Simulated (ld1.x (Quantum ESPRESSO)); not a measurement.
**nickel: excitation energies, all-electron against TM**

```json
{
  "Element": "nickel",
  "Generator": "ld1.x (Quantum ESPRESSO) 7.5",
  "Type": "norm-conserving Troullier–Martins (Kleinman–Bylander form)",
  "Functional": "PBE",
  "Relativity": "scalar-relativistic",
  "Frozen core": "[Ne]",
  "Valence charge": "18",
  "Reference configuration": "3s2 3p6 3d8 4s2 4p0",
  "Partial waves": "3p (bound): rc 0.90 bohr; 3d (bound): rc 1.25 bohr; 4f channel at 0.25 Ry: rc 0.95 bohr; 3s (bound): rc 1.00 bohr",
  "Local potential": "the s channel",
  "Core correction": "none"
}
```

Occupied shells without a wave of their own: 4s. They enter only through the test configuration that unscreens the potential.

Energies are relative to the spin-unpolarised reference configuration 3s2 3p6 3d8 4s2 4p0; without spin polarisation the order of configurations can differ from experiment. The frozen-core shift is the all-electron ΔE with the core orbitals held at their reference shape minus the fully relaxed ΔE.

| valence configuration | charge | ΔE all-electron (eV) | error AE − PS (meV) | frozen-core shift (meV) |
| --- | --- | --- | --- | --- |
| 3s2 3p6 3d8 4s1 4p0 | +1 | 9.322 | -439 | +1.1 |
| 3s2 3p6 3d8 4s0 4p0 | +2 | 26.673 | -1116 | +2.9 |
| 3s2 3p6 3d7 4s0 4p0 | +3 | 64.140 | -1679 | -0.5 |
| 3s2 3p6 3d8.5 4s1.5 4p0 | 0 | -1.183 | -138 | +1.8 |
| 3s2 3p6 3d9 4s1 4p0 | 0 | -1.595 | -236 | +3.4 |
| 3s2 3p6 3d7 4s2 4p0 | +1 | 16.120 | +22 | -3.5 |

**Question.** What are ΔE and the potential's error for 3s2 3p6 3d6 4s0 4p0?

**Answer.** ΔE = 121.697 eV all-electron; the error (AE − PS) is -2250 meV.

The 4s level has no wave, so the channel is fitted at the deeper level alone: the likely source of the large errors. A variational frozen-core shift is positive and of second order in the change. This column holds negative values, so the frozen-core run of ld1.x carries numerical noise or an error of first order here, and the column gives no more than the rough size of the effect.

Note: ghost state, extra bound levels that the all-electron valence spectrum of the same l lacks: f at -5693.4 eV. A true bound ghost makes a file unfit for plane-wave use. The potential misses its own reference levels by up to 0.3 eV.
